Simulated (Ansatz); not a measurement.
B2ClH5SSi. Total charge 0; spin multiplicity 1. The bonds changed during the relaxation, so this is another structure than the one it started from. All single points use the PBE0-D4/def2-TZVP geometry. It is one conformer, not always the lowest.

```xyz
10

B    -0.107    0.130   -1.655
B    -0.792    0.515   -0.213
Si   -0.180   -0.777    1.116
S     0.453    1.359    1.208
Cl    1.442   -2.009    0.915
H     1.069    0.231   -1.883
H    -0.775   -0.385   -2.509
H    -1.895    0.898    0.056
H    -0.828   -1.104    2.405
H     1.613    1.142    0.561
```

What is the dipole moment at B3LYP/def2-TZVPP? (Best estimate.)

Computed: 1.72 D, with components (0.46, 0.23, 1.64) D in this frame, pointing from negative to positive charge.

And with PBE, r2SCAN, ωB97M-V? (Best estimate.)

Ansatz gave: PBE 1.86 D, r2SCAN 1.77 D, ωB97M-V 1.71 D.

Give the Mulliken charges with B3LYP, ωB97M-V, r2SCAN in def2-TZVPP. (An estimate is asked.)

Computed: 
```
atom  B3LYP  ωB97M-V  r2SCAN
  B1  -0.20    -0.29   -0.16
  B2  -0.01    -0.15   -0.02
 Si3   0.30     0.24    0.34
  S4  -0.11    -0.08   -0.08
 Cl5  -0.21    -0.17   -0.21
  H6   0.03     0.08    0.00
  H7   0.03     0.07    0.00
  H8   0.06     0.13    0.03
  H9  -0.03     0.01   -0.05
 H10   0.14     0.15    0.13
```

B3LYP here is the variant with VWN-RPA as its local correlation; programs differ in this.
